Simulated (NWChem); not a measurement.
System: C3H4N3 cation; SMILES c1nc[nH+]cn1

The following NWChem deck was run.

```
start job
memory heap 200 mb stack 900 mb global 1100 mb
charge 1
geometry units angstroms noautoz
  C      0.000475    -1.355066     0.000000
  N     -0.000170    -0.736081    -1.198437
  C     -0.000182     0.582278    -1.177940
  N      0.000375     1.269295     0.000000
  C     -0.000182     0.582278     1.177940
  N     -0.000170    -0.736081     1.198437
  H      0.001583    -2.460126     0.000000
  H     -0.000675     1.167340    -2.115390
  H      0.000985     2.302619     0.000000
  H     -0.000675     1.167340     2.115390
end
basis spherical
  C library def2-svp
  N library def2-svp
  H library def2-svp
end
dft
  xc m05-2x
  iterations 150
  mulliken
end
task dft energy
```

NWChem printed, in part:

```
             Northwest Computational Chemistry Package (NWChem) 7.3.0
             --------------------------------------------------------

 C2V symmetry detected

                             Geometry "geometry" -> ""
                             -------------------------

 Output coordinates in angstroms (scale by  1.889725989 to convert to a.u.)

  No.       Tag          Charge          X              Y              Z
 ---- ---------------- ---------- -------------- -------------- --------------
    1 C                    6.0000     0.00000000     0.00000000    -1.34609029
    2 N                    7.0000    -1.19843700     0.00000000    -0.72710527
    3 C                    6.0000    -1.17794000     0.00000000     0.59125373
    4 N                    7.0000     0.00000000     0.00000000     1.27827071
    5 C                    6.0000     1.17794000     0.00000000     0.59125373
    6 N                    7.0000     1.19843700     0.00000000    -0.72710527
    7 H                    1.0000     0.00000000     0.00000000    -2.45115034
    8 H                    1.0000    -2.11539000     0.00000000     1.17631575
    9 H                    1.0000     0.00000000     0.00000000     2.31159468
   10 H                    1.0000     2.11539000     0.00000000     1.17631575

 Effective nuclear repulsion energy (a.u.)     220.5510436359

      Symmetry information
      --------------------

 Group name             C2v
 Group number             16
 Group order               4
 No. of unique centers     7

                                 NWChem DFT Module
                                 -----------------

 Summary of "ao basis" -> "ao basis" (spherical)
 ------------------------------------------------------------------------------
       Tag                 Description            Shells   Functions and Types
 ---------------- ------------------------------  ------  ---------------------
 C                          def2-svp                 6       14   3s2p1d
 N                          def2-svp                 6       14   3s2p1d
 H                          def2-svp                 3        5   2s1p

      Symmetry analysis of basis
      --------------------------

        a1         44
        a2         11
        b1         32
        b2         17

            General Information
            -------------------
          SCF calculation type: DFT
          Wavefunction type:  closed shell.
          No. of atoms     :    10
          No. of electrons :    42
           Alpha electrons :    21
            Beta electrons :    21
          Charge           :     1
          Spin multiplicity:     1
          Use of symmetry is: on ; symmetry adaption is: on
          Maximum number of iterations: 150
          AO basis - number of functions:   104
                     number of shells:    48
          Convergence on energy requested:  1.00D-06
          Convergence on density requested:  1.00D-05
          Convergence on gradient requested:  5.00D-04

              XC Information
              --------------
                       M05-2X Method XC Functional
                     Hartree-Fock (Exact) Exchange  0.560
                M05-2X metaGGA Exchange Functional  0.440
                      M05-2X Correlation Potential  1.000

             Grid Information
             ----------------
          Grid used for XC integration:  medium
          Radial quadrature: Mura-Knowles
          Angular quadrature: Lebedev.
          Tag              B.-S. Rad. Rad. Pts. Rad. Cut. Ang. Pts.
          ---              ---------- --------- --------- ---------
          C                   0.70       49          10.0       434
          N                   0.65       49          10.0       434
          H                   0.35       45          12.0       434
          Grid pruning is: on
          Number of quadrature shells:   331
          Spatial weights used:  Erf1

      Superposition of Atomic Density Guess
      -------------------------------------

 Sum of atomic energies:        -277.60409240

 Renormalizing density from      43.00 to     42

      Non-variational initial energy
      ------------------------------

 Total energy =    -276.821749
 1-e energy   =    -793.231733
 2-e energy   =     295.858941
 HOMO         =      -0.621598
 LUMO         =      -0.349452

      Symmetry analysis of molecular orbitals - initial
      -------------------------------------------------

  Numbering of irreducible representations:

     1 a1          2 a2          3 b1          4 b2

  Orbital symmetries:

     1 a1          2 a1          3 b1          4 a1          5 b1
     6 a1          7 a1          8 a1          9 b1         10 a1
    11 b1         12 a1         13 b1         14 a1         15 b2
    16 b1         17 a1         18 a2         19 b2         20 a1
    21 b1         22 b2         23 a2         24 b2         25 a1
    26 a1         27 b1         28 a1         29 a1         30 b1
    31 a1

     ---------------------------------------------
      Total Density - Mulliken Population Analysis
     ---------------------------------------------

    Atom       Charge   Shell Charges
 -----------   ------   -------------------------------------------------------
    1 C    6     5.55   1.99  0.99  0.22  1.71  0.56  0.08
    2 N    7     7.58   1.99  1.15  0.45  2.60  1.36  0.03
    3 C    6     5.49   1.99  0.99  0.21  1.71  0.51  0.07
    4 N    7     7.29   1.99  1.06  0.36  2.54  1.31  0.02
    5 C    6     5.49   1.99  0.99  0.21  1.71  0.51  0.07
    6 N    7     7.58   1.99  1.15  0.45  2.60  1.36  0.03
    7 H    1     0.80   0.64  0.14  0.02
    8 H    1     0.79   0.63  0.15  0.02
    9 H    1     0.64   0.53  0.07  0.04
   10 H    1     0.79   0.63  0.15  0.02

[...]
```

Level: M05-2X/def2-SVP. The geometry was optimised at PBE-D3(BJ)/def2-SVP.
